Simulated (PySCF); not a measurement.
How methods differ on the excitation energy of Nd⁺

Nd⁺ [Xe] 4f4 6s1 (high-spin determinant) → Nd⁺ [Xe] 4f5 (high-spin determinant), as a difference of total energies. Calculation: PySCF 2.14, in cc-pVDZ-X2C; the spin-free X2C one-electron Hamiltonian (Gaussian nucleus). Correlated levels: valence: [Kr] 4d10 frozen; valence and next inner shell: [Ar] 3d10 frozen. The calculations carry no spin-orbit coupling.

```tsv
method	excitation energy (eV)
UHF	6.270
LDA	2.608
PBE	2.802
r2SCAN	3.317
BHandHLYP	4.489
MP2 (valence)	4.247
SCS-MP2 (valence)	5.124
MP2 (valence and next inner shell)	3.965
SCS-MP2 (valence and next inner shell)	4.926
```

Problem. How much does correlation contribute at MP2 (valence and next inner shell)?

Solution. 3.965 − (6.270) = -2.305 eV, measured against UHF.

A first-order spin-orbit estimate (lowest level to lowest level, LS coupling) adds 0.097 eV.

The determinant of the upper state and of the lower state mixes LS terms, which raises its energy above the lowest term, most at the Hartree-Fock and MP2 levels.
